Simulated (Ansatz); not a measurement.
The same path of C3H9BOSi (15 atoms, charge 0, multiplicity 1) was run twice with different band settings. The coordinate that changes most is the dihedral Si5–C3–C4–H12.

All numbers below come from RKS PBE-D4/STO-3G (Ansatz 0.2.0).

Relaxed end points:

```xyz
15
Properties=species:S:1:pos:R:3
B -0.605 -2.200 1.186
C -0.909 -0.895 0.448
C 0.003 -0.056 -0.157
C 1.517 -0.311 -0.154
Si -0.562 1.533 -1.030
O 0.149 2.940 -0.315
H -1.492 -2.845 1.625
H 0.497 -2.591 1.336
H -1.969 -0.577 0.363
H 1.881 -0.441 -1.195
H 2.049 0.570 0.262
H 1.791 -1.205 0.432
H -0.080 1.536 -2.405
H -2.026 1.544 -0.999
H -0.267 2.948 0.632
```

```xyz
15
Properties=species:S:1:pos:R:3
B -0.694 -2.439 0.433
C -0.947 -0.964 0.120
C 0.005 -0.005 -0.162
C 1.513 -0.291 -0.178
Si -0.494 1.790 -0.532
O 0.236 2.891 0.587
H -1.608 -3.168 0.601
H 0.397 -2.881 0.515
H -1.997 -0.607 0.094
H 1.748 -1.321 0.142
H 1.916 -0.138 -1.202
H 2.043 0.425 0.484
H 0.027 2.188 -1.833
H -1.958 1.840 -0.524
H -0.209 2.630 1.484
```

Common settings: movable images 5; climbing image yes; spring 5.0 eV/Å²; start path IDPP; force threshold 0.05 eV/Å; iteration limit 60; end points relaxed.

| run | optimiser |
| --- | --- |
| 1 | quadratic models (default) |
| 2 | fire |

Task: What does each run give, and how far can it be trusted?

Result: Run 1: converged after 5 iterations, highest image 0.059 eV above the first end. A vibrational analysis at the climbing image gives one clearly imaginary mode, 162i cm⁻¹: a first-order saddle point.
Run 2: converged after 24 iterations, highest image 0.059 eV above the first end. Another band between the same ends (5 images) ends at a top of the same energy, where a vibrational analysis finds 1 clearly imaginary mode.
Limits of this set-up: minimal basis.
